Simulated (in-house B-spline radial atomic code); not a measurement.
# RPA and G0W0 on PBE0: Br⁻

Configuration [Ar] 3d10 4s2 4p6, mean-field start PBE0. Computed with an all-electron radial atomic-structure program (B-spline basis): all electrons, scalar-relativistic (spin-free one-electron X2C), finite nucleus, each spin shell either full or empty, empty states to l = 9 with an (l + 1/2)⁻⁴ tail; G0W0 by contour deformation at full frequency.

The anion's configuration is assumed.

Command:
```bash
python run_gw.py task.json out
```
Settings (radii: box in bohr, nucleus in fm):
```
Z                        35
electrons                36
configuration            [Ar] 3d10 4s2 4p6
hamiltonian              x2c
method                   pbe0
lmax                     9
rms_radius               4.1629
spin_polarised           False
box_radius               60
intervals                74
```

Time taken, with all properties: 5.2 s on 1 thread of Arm Neoverse N1, on a shared host.

Energies (hartree):

```
                                     term        value
                         mean-field total  -2606.13913
Hartree-Fock functional on these orbitals  -2604.57415
                      direct second order      -2.9661
                    second-order exchange      0.85386
                         SOSEX correction      0.78133
```

Task: What is the RPA correlation energy, and what remains with SOSEX?

Result: RPA gives -2.5534 hartree (-1.93 eV per electron); RPA + SOSEX gives -1.772, and the second-order doubles -2.1123 hartree (no singles). RPA lacks exchange-type terms and so overcorrelates at short range.

Quasi-particle levels (eV):

```tsv
level	occupied	mean field	Σx - vxc	Σc	QP weight	G0W0
4p	yes	-1.002	-2.70	?	?	?
```

G0W0 = mean field + (Σx - vxc) + Σc, with Σc (partial-wave tail included) taken at the quasi-particle energy. Only the outer levels were computed. Levels of low weight are left out.

Task: Where does G0W0 put 4p?

Result: At -3.247 eV, with Σc = 0.46 eV and a quasi-particle weight of 0.726. The tabulated removal energy is 3.364 eV (electron affinity of the neutral atom); the calculation leaves out spin-orbit coupling, Breit and QED terms, and what these don't explain is the method's own error.
